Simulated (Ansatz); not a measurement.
**A geometry optimisation of C3H8O3SSi with PBE0-D3(BJ)/def2-SVP**

The starting geometry of this gas-phase triplet was optimised with GFN2-xTB as a singlet; its bonds are those of `O[SiH](O)O[C@@H]1CCS1`.

```tsv
atom	x (Å)	y (Å)	z (Å)
C	0.6773	0.5095	0.0916
C	0.0934	-0.5145	-0.8898
C	-0.4837	-1.4689	0.1533
O	-1.1881	2.7966	1.7955
O	-0.1400	4.3422	-0.0686
O	0.3313	1.7925	-0.1711
S	-0.1583	-0.3147	1.5374
Si	0.1101	3.0552	0.8589
H	-1.3062	1.9588	2.2411
H	1.3146	3.3594	1.6029
H	-0.9062	4.4034	-0.6339
H	1.7596	0.4195	0.2439
H	-0.6843	-0.0393	-1.4866
H	0.8301	-0.9597	-1.5574
H	-1.5418	-1.6969	0.0522
H	0.0852	-2.3866	0.2868
```

Q: Predict what it relaxes into with PBE0-D3(BJ)/def2-SVP.

A: A bond breaks, giving a structure given below by its coordinates. Contacts that open: C3–S7 (1.83 → 3.18 Å).

The energy falls by 2.24 eV over 26 steps:

| step | E − E(last) (eV) |
| --- | --- |
| 1 | 2.243 |
| 4 | 1.238 |
| 7 | 0.117 |
| 9 | 0.040 |
| 12 | 0.015 |
| 15 | 0.006 |
| 18 | 0.002 |
| 20 | 0.001 |
| 23 | 0.000 |
| 26 | 0.000 |

Final geometry (Å):

```yaml
atoms:
  - { symbol: C, position_ang: [0.1293, 0.4232, 0.3936] }
  - { symbol: C, position_ang: [-0.2742, -0.5727, -0.6961] }
  - { symbol: C, position_ang: [-0.0177, -1.9921, -0.3639] }
  - { symbol: O, position_ang: [-0.9527, 3.3514, 1.8480] }
  - { symbol: O, position_ang: [0.2850, 4.3764, -0.3003] }
  - { symbol: O, position_ang: [-0.0308, 1.7059, -0.0932] }
  - { symbol: S, position_ang: [-0.7425, 0.0672, 1.9515] }
  - { symbol: Si, position_ang: [0.2613, 3.1236, 0.7567] }
  - { symbol: H, position_ang: [-1.2840, 2.5139, 2.2064] }
  - { symbol: H, position_ang: [1.6109, 3.0242, 1.3591] }
  - { symbol: H, position_ang: [-0.5736, 4.7203, -0.5654] }
  - { symbol: H, position_ang: [1.1891, 0.2280, 0.6758] }
  - { symbol: H, position_ang: [-1.3351, -0.3973, -0.9442] }
  - { symbol: H, position_ang: [0.2865, -0.2530, -1.5988] }
  - { symbol: H, position_ang: [-0.5518, -2.7884, -0.8848] }
  - { symbol: H, position_ang: [0.7935, -2.2739, 0.3118] }
```

No frequencies were run, so the end isn't proven a minimum. Open shells are spin-unrestricted. The triplet needn't be the ground state. Run with Ansatz 0.2.0, 5.5 min on 2 threads of Intel(R) Xeon(R) Processor @ 2.70GHz, with other jobs on the host.
